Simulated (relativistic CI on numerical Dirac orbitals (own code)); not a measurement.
# Hyperfine structure of Ne I, mass number 21

Method of calculation: Dirac-Coulomb-Breit CI, separate exchange-only KLI orbitals for each configuration, QED by a radiative potential, valence Slater integrals scaled by 0.85, P86 correlation energy added to each configuration (own radial code, finite nucleus).

Configuration list (outside the closed core 1s2 2s2): 2p6, 2p5 3s, 2p5 3p, 2p5 4s, 2p5 3d, 2p5 4p, 2p5 4d, 2p5 4f. Levels of other configurations are missing.

Nuclear spin I = 3/2, μ = -0.6617 μN, Q = 0.1016 b (tables of Stone and Pyykkö). The electronic factors are computed for point nuclear moments, without core polarisation; leaving it out makes A of s and p electrons in near-neutral atoms 20 to 40 % too small, and it can dominate for d and f shells.

```
       Level  E (cm⁻¹)  A (MHz)  B (MHz)
2p5 3s 3P°_2  127481.1   -263.2     -121
2p5 3s 3P°_1  127888.3   -446.6     47.4
2p5 3s 1P°_1  129260.3   -674.8     -108
 2p5 3p 3D_3  142423.9   -144.4     -119
 2p5 3p 3D_2  142577.7   -223.8     -101
 2p5 3p 3D_1  142837.1   -398.8    -55.8
 2p5 3p 3P_2  142989.7   -177.1    -56.5
 2p5 3p 3P_1  143660.4    90.89    0.477
```

Levels with J = 0, under 50 % of one LS term, or S terms without an open s electron are left out. Small factors come from cancelling terms and can be off by tens of per cent or more.

For a near-neutral ion this model can misplace configurations by up to about 10,000 cm⁻¹ (more where the count of f electrons changes) and terms by 10 to 25 % of their spread. Rates follow the energies as ν³ (E1, M1) or ν⁵ (E2), so they and the lifetimes can be off by large factors. The fine structure of a lone outer electron comes out too small, for d and f at times inverted, and misplaced configurations move strength between like terms. 31 of the 31 excited levels that our extract of the measured tables holds in this range could be paired (the sources list more); they are missed by 7003 cm⁻¹ on average and 7378 at most, and levels without a partner can miss by more.

(1) Give the hyperfine levels of 2p5 3s 3P°_2 relative to its centre of gravity.

Answers

(1) With K = F(F + 1) − I(I + 1) − J(J + 1), E = AK/2 + B[¾K(K + 1) − I(I + 1)J(J + 1)]/[2I(2I − 1)J(2J − 1)]: F = 1/2: 1079, F = 3/2: 789.6, F = 5/2: 207.1, F = 7/2: -819.8 MHz.

LS names give the leading component of a level, which can be under half, so a name can repeat, a term be missing and a line seem to break the LS rules.
